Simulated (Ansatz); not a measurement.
**Nudged elastic band run: BF$_{2}$H$_{4}$N**

The input (input.yaml):

```yaml
crystal:
  periodic: [false, false, false]
  atoms:
    - { symbol: B, position_ang: [0.040221, -0.257194, 0.235917] }
    - { symbol: "N", position_ang: [0.010379, -0.126203, 1.64605] }
    - { symbol: H, position_ang: [-0.824357, -0.36647, 2.174551] }
    - { symbol: H, position_ang: [0.863055, -0.145086, 2.194732] }
    - { symbol: H, position_ang: [1.072312, -0.168045, -0.376091] }
    - { symbol: F, position_ang: [-1.106156, -0.480742, -0.400126] }
    - { symbol: F, position_ang: [-0.307051, 2.463111, 0.77634] }
    - { symbol: H, position_ang: [-0.206504, 1.679029, 1.287327] }
basis:
  gaussian: { orbitals: def2-SVP }
hamiltonian:
  xc: r2scan
  dispersion: d4
neb:
  order_check: false
  images: 7
  f_tol: 0.03
  max_iterations: 60
  final_atoms:
    - { symbol: B, position_ang: [0.04044551, 0.40138316, 0.08642254] }
    - { symbol: "N", position_ang: [-0.10663818, 0.21158183, 1.75809702] }
    - { symbol: H, position_ang: [-0.3643615, -0.74698023, 2.00039867] }
    - { symbol: H, position_ang: [0.76506572, 0.44671769, 2.23641863] }
    - { symbol: H, position_ang: [0.94051959, -0.36427596, -0.23976889] }
    - { symbol: F, position_ang: [-1.21909372, 0.06620267, -0.36357534] }
    - { symbol: F, position_ang: [0.32692319, 1.74447075, -0.03709785] }
    - { symbol: H, position_ang: [-0.84096161, 0.8393001, 2.09780523] }
  initial_path:
    images:
      - { positions_ang: [[0.040221, -0.257194, 0.235917], [0.010379, -0.126203, 1.64605], [-0.824357, -0.36647, 2.174551], [0.863055, -0.145086, 2.194732], [1.072312, -0.168045, -0.376091], [-1.106156, -0.480742, -0.400126], [-0.307051, 2.463111, 0.77634], [-0.206504, 1.679029, 1.287327]] }
      - { positions_ang: [[0.03091803, -0.19570196, 0.17797096], [0.00817288, -0.09157984, 1.71053419], [-0.836747, -0.33950559, 2.24009083], [0.86634489, -0.0347368, 2.25384443], [1.06271868, -0.12886313, -0.42959887], [-1.11450622, -0.36742184, -0.46424243], [-0.28296765, 2.22668617, 0.70622694], [-0.19203461, 1.52952298, 1.34387394]] }
      - { positions_ang: [[0.02161505, -0.13420991, 0.12002493], [0.00596677, -0.05695668, 1.77501838], [-0.849137, -0.31254117, 2.30563067], [0.86963479, 0.07561239, 2.31295685], [1.05312536, -0.08968125, -0.48310673], [-1.12285645, -0.25410168, -0.52835886], [-0.25888429, 1.99026134, 0.63611388], [-0.17756523, 1.38001696, 1.40042088]] }
      - { positions_ang: [[0.01231208, -0.07271787, 0.06207889], [0.00376065, -0.02233352, 1.83950258], [-0.861527, -0.28557676, 2.3711705], [0.87292468, 0.18596159, 2.37206928], [1.04353204, -0.05049938, -0.5366146], [-1.13120667, -0.14078152, -0.59247529], [-0.23480094, 1.75383651, 0.56600082], [-0.16309584, 1.23051094, 1.45696782]] }
      - { positions_ang: [[0.00300911, -0.01122582, 0.00413285], [0.00155454, 0.01228964, 1.90398677], [-0.873917, -0.25861234, 2.43671034], [0.87621458, 0.29631079, 2.4311817], [1.03393872, -0.01131751, -0.59012246], [-1.1395569, -0.02746136, -0.65659171], [-0.21071759, 1.51741168, 0.49588776], [-0.14862646, 1.08100492, 1.51351475]] }
      - { positions_ang: [[0.01236821, 0.09192642, 0.02470527], [-0.02549364, 0.06211269, 1.86751433], [-0.74652812, -0.38070432, 2.32763242], [0.84842736, 0.33391251, 2.38249094], [1.01058393, -0.09955712, -0.50253407], [-1.1594411, -0.00404535, -0.58333762], [-0.07630739, 1.57417645, 0.36264136], [-0.32171024, 1.02057872, 1.65958737]] }
      - { positions_ang: [[0.02172731, 0.19507867, 0.0452777], [-0.05254182, 0.11193573, 1.83104189], [-0.61913925, -0.50279629, 2.2185545], [0.82064015, 0.37151424, 2.33380017], [0.98722915, -0.18779674, -0.41494568], [-1.17932531, 0.01937066, -0.51008353], [0.0581028, 1.63094122, 0.22939496], [-0.49479403, 0.96015251, 1.80565999]] }
      - { positions_ang: [[0.03108641, 0.29823091, 0.06585012], [-0.07959, 0.16175878, 1.79456945], [-0.49175038, -0.62488826, 2.10947658], [0.79285294, 0.40911597, 2.2851094], [0.96387437, -0.27603635, -0.32735728], [-1.19920952, 0.04278666, -0.43682943], [0.192513, 1.68770598, 0.09614855], [-0.66787782, 0.89972631, 1.95173261]] }
      - { positions_ang: [[0.04044551, 0.40138316, 0.08642254], [-0.10663818, 0.21158183, 1.75809702], [-0.3643615, -0.74698023, 2.00039867], [0.76506572, 0.44671769, 2.23641863], [0.94051959, -0.36427596, -0.23976889], [-1.21909372, 0.06620267, -0.36357534], [0.32692319, 1.74447075, -0.03709785], [-0.84096161, 0.8393001, 2.09780523]] }
```

Launched with:

```bash
$ ansatz run input.yaml --threads 2 --pin off --max-ram 3072MiB --backend cpu --events-out ev --progress --plain --runs-dir out
```

Output, in part (warnings, iteration lines, the closing report on the highest movable image, with atoms numbered from 0):

```
NEB end point (image 0): max|allowed force component| = 1.281e-2 eV/Å (the criterion of neb.relax_end_points is 1.000e-2)
NEB end point (image 8): max|allowed force component| = 3.681e-3 eV/Å (the criterion of neb.relax_end_points is 1.000e-2)
NEB iter   1: max|band force component| = 5.082e0 eV/Å  barrier→ = 2.3043 eV  barrier← = 3.4026 eV  Δτ_max = 0.1984 Å  (238 SCF iters)
NEB iter   2: max|band force component| = 2.355e0 eV/Å  barrier→ = 0.8503 eV  barrier← = 1.9486 eV  Δτ_max = 0.2000 Å  (225 SCF iters)
NEB iter   3: max|band force component| = 2.809e0 eV/Å  barrier→ = 0.4788 eV  barrier← = 1.5771 eV  Δτ_max = 0.1031 Å  (226 SCF iters)
NEB iter   4: max|band force component| = 1.176e0 eV/Å  barrier→ = 0.3101 eV  barrier← = 1.4084 eV  Δτ_max = 0.2000 Å  (206 SCF iters)
NEB iter   5: max|band force component| = 1.295e0 eV/Å  barrier→ = 0.4595 eV  barrier← = 1.5578 eV  Δτ_max = 0.0994 Å  (209 SCF iters)
NEB iter   6: max|band force component| = 8.580e-1 eV/Å  barrier→ = 0.2605 eV  barrier← = 1.3588 eV  Δτ_max = 0.0754 Å  (196 SCF iters)
NEB iter   7: max|band force component| = 7.222e-1 eV/Å  barrier→ = 0.2727 eV  barrier← = 1.3710 eV  Δτ_max = 0.0215 Å  (198 SCF iters)
NEB iter   8: max|band force component| = 2.604e-1 eV/Å  barrier→ = 0.2735 eV  barrier← = 1.3718 eV  CI = image 2  Δτ_max = 0.1000 Å  (190 SCF iters)
NEB iter   9: max|band force component| = 9.157e-1 eV/Å  barrier→ = 0.3329 eV  barrier← = 1.4312 eV  CI = image 2  Δτ_max = 0.0497 Å  (194 SCF iters)
NEB iter  10: max|band force component| = 3.301e-1 eV/Å  barrier→ = 0.3201 eV  barrier← = 1.4184 eV  CI = image 2  Δτ_max = 0.0459 Å  (197 SCF iters)
NEB iter  11: max|band force component| = 1.365e-1 eV/Å  barrier→ = 0.3172 eV  barrier← = 1.4155 eV  CI = image 2  Δτ_max = 0.0076 Å  (199 SCF iters)
NEB iter  12: max|band force component| = 4.117e-2 eV/Å  barrier→ = 0.3161 eV  barrier← = 1.4144 eV  CI = image 2  Δτ_max = 0.0051 Å  (190 SCF iters)
NEB iter  13: max|band force component| = 1.971e-2 eV/Å  barrier→ = 0.3160 eV  barrier← = 1.4143 eV  CI = image 2  Δτ_max = 0.0000 Å  (349 SCF iters)
Total energy: -7658.09138002 eV, -281.4296673748 hartree
Atom 0 at     0.002908     0.104623     0.245718 Å, force     0.015401    -0.008394     0.012983 eV/Å
Atom 1 at    -0.009573     0.078219     1.758753 Å, force    -0.000939     0.020848     0.000795 eV/Å
Atom 2 at    -0.806322    -0.399786     2.177371 Å, force    -0.003464    -0.000893     0.001720 eV/Å
Atom 3 at     0.853301    -0.178968     2.231192 Å, force     0.003053    -0.002777    -0.004975 eV/Å
Atom 4 at     1.053764     0.002323    -0.335294 Å, force     0.002292     0.002527    -0.002171 eV/Å
Atom 5 at    -1.131864    -0.319742    -0.329835 Å, force    -0.014284    -0.000843    -0.010370 eV/Å
Atom 6 at    -0.231788     1.889712     0.410054 Å, force    -0.000788     0.001522     0.004620 eV/Å
Atom 7 at    -0.188527     1.422019     1.380743 Å, force    -0.001271    -0.011990    -0.002602 eV/Å
Dipole moment:     0.174853    -0.255190     0.699586 e Å
```

The forces met the threshold. A vibrational analysis at the climbing image gives one clearly imaginary mode, 621i cm⁻¹: a first-order saddle point. The orbitals stay closed-shell, which can raise the energy where a bond breaks towards radicals; this wasn't checked here.

Final band (atoms are numbered from 1 in the order of the input):

| image | path coordinate (Å) | energy (eV) | F7–H8 (Å) | B1–F7 (Å) | N2–H8 (Å) |
| --- | --- | --- | --- | --- | --- |
| 0 | 0.00 | 0.00 | 0.94 | 2.80 | 1.85 |
| 1 | 0.47 | 0.07 | 0.95 | 2.33 | 1.74 |
| 2 | 0.94 | 0.32 | 1.08 | 1.81 | 1.41 |
| 3 | 1.33 | -0.27 | 1.44 | 1.54 | 1.12 |
| 4 | 1.72 | -0.92 | 1.91 | 1.41 | 1.03 |
| 5 | 2.10 | -1.06 | 2.33 | 1.38 | 1.02 |
| 6 | 2.49 | -1.07 | 2.40 | 1.38 | 1.02 |
| 7 | 2.87 | -1.09 | 2.48 | 1.38 | 1.02 |
| 8 | 3.26 | -1.10 | 2.60 | 1.38 | 1.02 |

Time of the run: 110 s on 2 threads of Intel(R) Xeon(R) Platinum 8488C (Sapphire Rapids) (shared host), peak memory 0.17 GiB.
